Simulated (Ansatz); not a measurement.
Gas-phase electronic energies from Ansatz, PBE0-D4/def2-TZVP geometries. CCSD(T)/CBS adds triple-zeta CCSD(T) − MP2 to the extrapolated MP2 energy (def2 sets, frozen cores). This one scheme is used for every species. Functionals use def2-TZVPP. B3LYP here is the variant with VWN-RPA as its local correlation; programs differ in this. Each species was taken in one conformer, which may not be the lowest.

Consider the cleavage of the B–Si bond: `B[SiH](N)P` + `[NH2][AlH2]` → `B[NH][AlH2]` + `N[SiH2]P`.

CCSD(T)/CBS gives -32.6 kcal/mol.

(1) Another level gave -34.7 kcal/mol. Which?
A. revPBE/def2-TZVPP
B. r2SCANh-D4/def2-TZVPP
C. B3LYP/def2-TZVPP
D. B3LYP-D4/def2-TZVPP

Largest T1 diagnostic among the species: 0.016.

Answers

(1) C. B3LYP -34.7, r2SCANh-D4 -29.6, B3LYP-D4 -33.5, revPBE -27.4 kcal/mol.

From r2SCAN to r2SCAN0 (25 % exact exchange), in def2-TZVPP and without D4, ΔE moves by −2.0 kcal/mol. In def2-TZVPP, CCSD(T) changes the Hartree–Fock value by +13.1 kcal/mol (the triples alone add +2.1 kcal/mol) and MP2 by +13.1 kcal/mol.
